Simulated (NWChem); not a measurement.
AlF₂, doublet; SMILES [F][Al][F]

```xyz
3

Al     0.0000     0.0000     0.5077
F     -1.4346     0.0000    -0.3311
F      1.4346     0.0000    -0.3311
```
Atoms are numbered in this order, from 1.

All runs: NWChem. Spin-unrestricted. In the optimisation the excess spin sits in a1 (C2v, its own frame). Geometry: optimised at PBE0/def2-SVP, spin-unrestricted. The spin multiplicity was typed, not searched, and may not be the lowest. No stability test was run on the SCF state. Vzz is the largest principal value of the second derivative of the potential at the nucleus (NWChem prints the opposite sign); η is the asymmetry. Non-relativistic.

```
level                Vzz Al1 (a.u.)  η Al1
-------------------  --------------  -----
UHF/def2-SVP                      ?      ?
UHF/def2-TZVP                 1.005   0.31
CAM-B3LYP/def2-SVP            0.753   0.37
CAM-B3LYP/def2-TZVP           0.920   0.45
```

Question: What belongs in the gaps?

Answer: 
- UHF/def2-SVP, Vzz Al1 (a.u.): 0.820
- UHF/def2-SVP, η Al1: 0.21
